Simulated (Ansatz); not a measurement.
Basis-set extrapolation for C$_{2}$H$_{9}$NOSi$_{2}$ (`C=C[SiH2]N[SiH2]O`) (PBE0-D4/def2-TZVP geometry, frozen core, Ansatz 0.2.0). Multiplicity 1, RHF reference.

|  | def2-TZVPP | def2-QZVPP |
| --- | --- | --- |
| HF | -788.360520 | -788.389336 |
| MP2 correlation | -1.021396 | -1.095876 |
| CCSD(T) correlation | -1.120087 | not run |

Energies in hartree. Use E(X) = E(∞) + A·exp(−7.88·√X) for Hartree–Fock and E(X) = E(∞) + B·X^(−2.97) for correlation, with X = 3 and 4, and add CCSD(T) minus MP2 of the smaller set to the MP2 limit.

**Question.** What is the CCSD(T) energy at the basis-set limit?

**Answer.** HF limit: -788.389336 + (-0.028816) × 0.13774 = -788.39331. MP2 limit: -1.095876 + (-0.074480) × 0.74074 = -1.15105. Higher-order term: -1.120087 − (-1.021396) = -0.09869. Total: -789.64305 hartree, 426.5 kJ/mol below CCSD(T)/def2-TZVPP.
